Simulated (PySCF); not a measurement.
PySCF input file for Se(F)(Me) (CH3FSe), SMILES C[Se]F, IEF-PCM-B3LYP/def2-SVP. Geometry optimised at PBE0-D3(BJ)/def2-TZVP.

```python
import numpy as np
from pyscf import gto, scf, dft
from pyscf.solvent import pcm

mol = gto.M(
    atom='''
    Se    0.42451156    0.11476359   -0.00000000
    F    -0.96855382    1.19168390    0.00000000
    C    -0.58286722   -1.52068260    0.00000000
    H     0.16301059   -2.31986132    0.00000000
    H    -1.19110794   -1.59158018   -0.89974123
    H    -1.19110795   -1.59158018    0.89974122
    ''',
    basis='def2-SVP',
    charge=0,
    spin=0,
    max_memory=1600,
    verbose=3,
)
mf = dft.RKS(mol, xc='b3lyp').density_fit(auxbasis='def2-universal-jkfit')
mf.grids.level = 3
mf.conv_tol = 1e-9
mf.max_cycle = 100
mf.kernel()
res = {}
for name, eps in {'water': 78.355, 'diethylether': 4.24, 'N,N-dimethylformamide': 37.219}.items():
    s = mf.PCM()
    s.with_solvent.method, s.with_solvent.eps, s.with_solvent.lebedev_order = 'IEF-PCM', eps, 29
    s.kernel(mf.make_rdm1())
    res[name] = (s.e_tot, eps, s.dip_moment(), s.mo_energy, s.converged)
    print(f'{name}: electrostatic solvation free energy {(s.e_tot - mf.e_tot) * 627.509474:.3f} kcal/mol')
```

It prints:

```
converged SCF energy = -2540.91007324064

WARN: PCM is an experimental feature. It is still in testing.
Features and APIs may be changed in the future.

converged SCF energy = -2540.91582271692
Dipole moment(X, Y, Z, Debye):  0.84435, -2.95798, -0.00000
water: electrostatic solvation free energy -3.608 kcal/mol

WARN: PCM is an experimental feature. It is still in testing.
Features and APIs may be changed in the future.

converged SCF energy = -2540.91399771331
Dipole moment(X, Y, Z, Debye):  0.79194, -2.75548, -0.00000
diethylether: electrostatic solvation free energy -2.463 kcal/mol

WARN: PCM is an experimental feature. It is still in testing.
Features and APIs may be changed in the future.

converged SCF energy = -2540.91569233569
Dipole moment(X, Y, Z, Debye):  0.84029, -2.94350, -0.00000
N,N-dimethylformamide: electrostatic solvation free energy -3.526 kcal/mol
```

Self-consistency was reached.
